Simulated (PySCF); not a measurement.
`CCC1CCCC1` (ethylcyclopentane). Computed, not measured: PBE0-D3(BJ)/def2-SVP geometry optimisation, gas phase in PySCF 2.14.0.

```
atom  x, y, z in Å
C1     2.7217   -0.5087    0.2013
C2     1.6342    0.5153   -0.0831
C3     0.2685    0.1393    0.4780
C4    -0.7915    1.2377    0.3253
C5    -2.1144    0.4856    0.4000
C6    -1.8437   -0.7553   -0.4512
C7    -0.3722   -1.1164   -0.1694
H8     2.4657   -1.4959   -0.2147
H9     2.8713   -0.6389    1.2853
H10    3.6867   -0.2074   -0.2337
H11    1.9335    1.4944    0.3299
H12    1.5375    0.6659   -1.1739
H13    0.3913   -0.0562    1.5590
H14   -0.6906    1.7146   -0.6665
H15   -0.6886    2.0341    1.0786
H16   -2.9785    1.0723    0.0524
H17   -2.3179    0.1945    1.4452
H18   -1.9701   -0.4963   -1.5152
H19   -2.5380   -1.5835   -0.2444
H20    0.1531   -1.3969   -1.0968
H21   -0.2946   -1.9856    0.5011
```

**Question.** What is the longest distance between nuclei?

**Answer.** H10···H16, 6.79 Å; the next longest distance is 6.38 Å.

**Question.** Work out the bond lengths C1–H9, C2–C3, C2–H12, C3–H13, C4–H15, C5–H16, C7–H21 in bohr.

**Answer.** For C1–H9 the difference vector is (0.1496, -0.1302, 1.0840) Å, of length 1.1020 Å. 1 bohr = 0.529177 Å. C1–H9 2.082; C2–C3 2.879; C2–H12 2.089; C3–H13 2.089; C4–H15 2.081; C5–H16 2.080; C7–H21 2.080 bohr.

**Question.** How far are the heavy atoms from their best plane (unweighted least squares)?

**Answer.** 0.236 Å rms; C1 0.15, C2 0.37, C3 0.31, C4 0.10, C5 0.22, C6 0.27, C7 0.06 Å (magnitudes).

**Question.** What is the repulsion energy of the bare nuclei, Σ ZA·ZB/RAB?

**Answer.** 322.79 Eh over 210 pairs, with full nuclear charges and distances in bohr; the largest single term is 12.53 Eh (C1 with C2).

**Question.** Give the dihedral angles H13–C3–C7–C6, H11–C2–C3–H13, H17–C5–C6–C7.

**Answer.** H13–C3–C7–C6 105° (anticlinal); H11–C2–C3–H13 -68° (synclinal); H17–C5–C6–C7 -81° (synclinal). Dihedral signs follow IUPAC: positive where, seen along the central bond, the front bond turns clockwise onto the rear one.

**Question.** Where is the centre of mass (commonest isotopes), and what is the radius of gyration?

**Answer.** Mass 98.110 u; centre at (-0.045, -0.007, 0.097) Å; Rg = √(Σ m r²/M) = 1.966 Å. As Ia + Ib + Ic = 2 Σ m r², the three principal moments sum to 758.3 u·Å².

**Question.** How far apart are these pairs, which share no bond: C3···H14, H8···H21, H12···H18, H13···H17?

**Answer.** C3···H14 2.171 Å (2 bonds apart); H8···H21 2.893 Å (5 bonds apart); H12···H18 3.711 Å (5 bonds apart); H13···H17 2.723 Å (4 bonds apart).

**Question.** What are the angles H9–C1–H10, C2–C3–C4, C2–C3–H13, H18–C6–H19, C7–C6–H18?

**Answer.** From the scalar product of the two bond vectors; for H9–C1–H10 it is -0.3664 Å² over 1.1020 × 1.1006 Å², cos θ = -0.3021. H9–C1–H10 107.6°; C2–C3–C4 114.0°; C2–C3–H13 107.7°; H18–C6–H19 106.6°; C7–C6–H18 109.9°.

**Question.** Write the matrix of distances between heavy atoms (Å, lower triangle).

**Answer.** 
```
C1    0.000
C2    1.521  0.000
C3    2.552  1.524  0.000
C4    3.925  2.564  1.534  0.000
C5    4.941  3.780  2.409  1.524  0.000
C6    4.618  3.721  2.475  2.384  1.529  0.000
C7    3.175  2.588  1.551  2.442  2.434  1.541  0.000
```

No PBE0-D3(BJ)/def2-SVP frequencies stand behind this structure, so it isn't proved a minimum. One conformer, not necessarily the lowest.

Hardware: Intel Xeon Platinum 8488C, one thread, no GPU, shared host. Cost: 55 s of wall time, 0.78 GiB resident at most. That covers the optimisation of the geometry.
